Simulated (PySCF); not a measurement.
Computed properties of Si(Cl)(Me)(OH)(NH2) (CH₆ClNOSi), SMILES O[Si](N)(C)Cl

CH6ClNOSi, SMILES C[Si](N)(O)Cl. Geometry: PBE0-D3(BJ)/def2-SVP. This is a generated structure with no PubChem entry under its InChIKey; it may be hypothetical. The values are those of a single conformer. All values are computed for the isolated molecule unless a solvent is named; none is compared with measurement here.

**Structure.** All 27 harmonic modes at PBE0-D3(BJ)/def2-SVP (PySCF) are real, so it is a minimum. With heavy atoms numbered as in [CH3:1][Si:2]([NH2:3])([OH:4])[Cl:5], the shortest bond between them is Si2–O4 at 1.659 Å and the longest Si2–Cl5 at 2.079 Å.

**Vibrations.** The strongest infrared lines (harmonic, unscaled, degenerate partners summed) lie at 906 cm⁻¹ (195 km/mol, Si 39 %, H 31 %, N 24 %), 519 cm⁻¹ (164 km/mol, Cl 35 %, Si 31 %, H 17 %), 957 cm⁻¹ (160 km/mol, Si 44 %, O 27 %, H 19 %). The softest mode is at 138 cm⁻¹ and the zero-point energy is 49.9 kcal/mol.

**Electronic structure.** PBE0/def2-TZVP (PySCF) places the frontier levels at -7.88 and 0.55 eV, a gap of 8.43 eV, and gives a dipole moment of 3.15 D and a mean polarisability of 57.8 bohr³. PBE/def2-TZVP (PySCF) at the same geometry gives -6.41 and -0.29 eV, so its gap is 2.31 eV narrower. An orbital gap is neither the optical nor the fundamental gap.

**Excitations.** TDDFT-ωB97X/def2-SVPD (PySCF) has S1 at 7.33 eV (169 nm, f = 0.061, bright); the most intense of the 10 singlets computed lies at 8.97 eV (f = 0.10). T1 (TDA) is at 7.10 eV. TDDFT-PBE/def2-SVPD (PySCF) puts S1 at 5.89 eV. No vertical singlet excitation falls in the visible range (under 3.1 eV).

**NMR.** GIAO shifts at HF/pcSseg-1 (PySCF) (non-relativistic, atoms alike by connectivity averaged): ¹³C at 3.2 ppm against TMS; ¹H from 0.6 to 2.1 ppm against TMS; ²⁹Si at -5.5 ppm against TMS. Without spin–orbit terms, shifts of atoms bonded to Cl or Br come out too high.
